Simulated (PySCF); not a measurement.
## Static response to an electric field

Compound: GePh2H2, C12H12Ge.
Geometry (PBE0-D3(BJ)/def2-SVP, Å), atoms numbered from 1 in this order:
```
atom  x, y, z in Å
Ge1   -1.4457   -0.0062   -1.0228
C2    -1.4658   -0.0014    0.9256
C3    -1.4207    1.2040    1.6385
C4    -1.3891    1.2086    3.0323
C5    -1.4024    0.0039    3.7343
C6    -1.4498   -1.2034    3.0386
C7    -1.4817   -1.2039    1.6446
H8    -1.4118    2.1577    1.1021
H9    -1.3551    2.1575    3.5737
H10   -1.3788    0.0062    4.8269
H11   -1.4638   -2.1501    3.5847
H12   -1.5219   -2.1592    1.1127
C13    0.3860   -0.0055   -1.6870
C14    1.0755   -1.2086   -1.8876
C15    2.4013   -1.2083   -2.3192
C16    3.0577   -0.0011   -2.5573
C17    2.3842    1.2041   -2.3634
C18    1.0584    1.1991   -1.9318
H19    0.5735   -2.1642   -1.7085
H20    2.9246   -2.1554   -2.4725
H21    4.0963    0.0002   -2.8972
H22    2.8932    2.1527   -2.5515
H23    0.5418    2.1530   -1.7887
H24   -2.1576    1.2626   -1.5331
H25   -2.1583   -1.2784   -1.5226
```

Level: CAM-B3LYP/def2-SVPD (PySCF), static field, nuclei fixed, core orbitals frozen in the response. The polarisability tensor in these axes (au):

```
x   155.74   0.67 -29.53
y     0.67 165.18  -0.63
z   -29.53  -0.63 176.45
```

**Question.** Give the principal values, the mean and the anisotropy Δα = √{½[(α1 − α2)² + (α2 − α3)² + (α1 − α3)²]}.

**Answer.** Principal values 134.81, 165.16 and 197.41 au; mean 165.79 au = 24.57 Å³ = 27.34 × 10⁻⁴⁰ C²·m²/J; Δα = 54.23 au (33 % of the mean).

**Question.** What is the dipole moment, and where does it point?

**Answer.** (0.62, 0.00, 0.44) D, 0.76 D in size, pointing from the negative to the positive side. Measured along this direction, the outermost atoms are H24 and H25 at the negative end and H21 and H10 at the positive end.

**Question.** What are the principal values of the traceless quadrupole moment, Θ = ½Σq(3rr − r²1), about the centre of nuclear charge?

**Answer.** -8.67, 1.94, 6.73 D·Å. The values depend on the origin, since the dipole doesn't vanish. The electronic extent ⟨r²⟩ about the same centre is 3556 bohr², a root-mean-square distance of 2.93 Å for the 116 electrons.

**Question.** What depolarisation ratio follows for Rayleigh scattering of linearly polarised light, taking the static tensor?

**Answer.** ρ = 3Δα²/(45ᾱ² + 4Δα²) = 8821.6/(1236909 + 11762.1) = 0.00706.

**Question.** What would n − 1 = 2πNα be for an ideal gas of these molecules at 400 K and 1 atm, electronic part alone?

**Answer.** N = p/kT = 1.8347 × 10¹⁹ cm⁻³, so n − 1 = 2π × N × 24.57 × 10⁻²⁴ cm³ = 2832 × 10⁻⁶ at long wavelengths, for an ideal gas.

**Question.** Find the Langevin capture rate constant for NH4+ (18.034 u) meeting this molecule (230.015 u), k = 2.342 × 10⁻⁹ cm³/s × √(α in Å³ / reduced mass in u).

**Answer.** The reduced mass is 16.72 u, so k = 2.84 × 10⁻⁹ cm³/s. The formula leaves out the permanent dipole, which adds to the capture rate.

**Question.** Sum over states: ᾱ = Σ f/ω², ω in Eh. What share falls to these 15 lowest TDDFT singlets (eV, f)? 5.37, 0.0000; 5.39, 0.0011; 5.87, 0.2234; 6.07, 0.0136; 6.43, 0.1309; 6.57, 0.0382; 6.69, 0.0010; 6.75, 0.9412; 6.77, 0.1528; 6.83, 0.0001; 6.89, 0.3693; 7.05, 0.3837; 7.07, 0.0332; 7.07, 0.0003; 7.13, 0.2266.

**Answer.** They add up to 41.16 au, 24.8 % of the 165.79 au; the largest single term is 15.30 au, from the state at 6.75 eV. Terms in order: 0.00, 0.03, 4.80, 0.27, 2.35, 0.65, 0.02, 15.30, 2.47, 0.00, 5.76, 5.71, 0.49, 0.00, 3.30 au. Higher excitations give the rest. The strengths listed sum to 2.515.

One conformer (not necessarily the lowest) at the PBE0-D3(BJ)/def2-SVP geometry, without solvent, vibrations or thermal averaging. The calculation is non-relativistic, for germanium too.
